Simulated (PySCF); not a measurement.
Compound: C8H15PS.
Atom-mapped SMILES: `[CH2:1]=[CH:2][CH2:3][P:4]1(=[CH2:5])[CH2:6][CH2:7][S:8][CH2:9][CH2:10]1` (hydrogens: H11, H12 on C1; H13 on C2; H14, H15 on C3; H16, H17 on C5; H18, H19 on C6; H20, H21 on C7; H22, H23 on C9; H24, H25 on C10)

Theory: PySCF, PBE0-D3(BJ)/def2-SVP geometry optimisation, gas phase.

Give the optimised bond lengths and angles.

| bond | length (Å) | order |
| --- | --- | --- |
| C1=C2 | 1.335 | double |
| C2–C3 | 1.491 | single |
| C3–P4 | 1.843 | single |
| P4=C5 | 1.671 | double |
| P4–C6 | 1.868 | single |
| C6–C7, C9–C10 | 1.524 | single |
| C7–S8, S8–C9 | 1.813 | single |
| P4–C10 | 1.831 | single |
| C1–H11 | 1.095 | single |
| C1–H12 | 1.093 | single |
| C2–H13 | 1.097 | single |
| C3–H14, C3–H15 | 1.102 | single |
| C5–H16, C5–H17 | 1.093 | single |
| C6–H18, C10–H24 | 1.103 | single |
| C6–H19, C10–H25 | 1.104 | single |
| C7–H20, C9–H23 | 1.101 | single |
| C7–H21, C9–H22 | 1.101 | single |

Bonds in one row agree within 0.01 Å and their mean is given. Orders are formal, as drawn. A selection of angles:
| angle | degrees |
| --- | --- |
| C1–C2–C3 | 125.1 |
| C2–C3–P4 | 119.0 |
| C3–P4–C5 | 107.6 |
| C3–P4–C6 | 105.6 |
| C3–P4–C10 | 109.1 |
| C5–P4–C6 | 121.2 |
| C5–P4–C10 | 109.8 |
| C6–P4–C10 | 102.9 |
| P4–C6–C7 | 119.4 |
| C6–C7–S8 | 113.5 |
| C7–S8–C9 | 98.3 |
| P4–C10–C9 | 117.2 |

Torsions: C1–C2–C3–P4 113° (anticlinal); C2–C3–P4–C5 164° (antiperiplanar); C3–P4–C6–C7 -75° (synclinal); P4–C6–C7–S8 -57° (synclinal); C6–C7–S8–C9 63° (synclinal); C7–S8–C9–C10 -67° (synclinal); S8–C9–C10–P4 63° (synclinal); C3–P4–C10–C9 71° (synclinal). The mirror-image conformer, all signs reversed, is as good.

P4 (phosphorus bonded to 4 C) is distorted tetrahedral (angles from 102.9° to 121.2°). Of the pairs four or more bonds apart, C2···H21 is among the closest relative to their van der Waals radii: 2.67 Å, 92 % of the sum of Bondi's values. The C–C distances run from 1.335 Å (C1=C2, drawn double) to 1.524 Å (C6–C7, drawn single), a spread of 0.189 Å. The 6-membered ring P4–C6–C7–S8–C9–C10 has internal angles of 98.3° to 119.4°; it is puckered, 0.27 Å rms from its mean plane, widest ring torsion 67°. The 4 C–P bonds span 1.671 Å (P4=C5, drawn double) to 1.868 Å (P4–C6, drawn single), a spread of 0.197 Å.

Point group: C1 (no symmetry element, even within 0.4 Å). No PBE0-D3(BJ)/def2-SVP frequencies stand behind this structure, so it isn't proved a minimum. The numbers are those of one conformer.
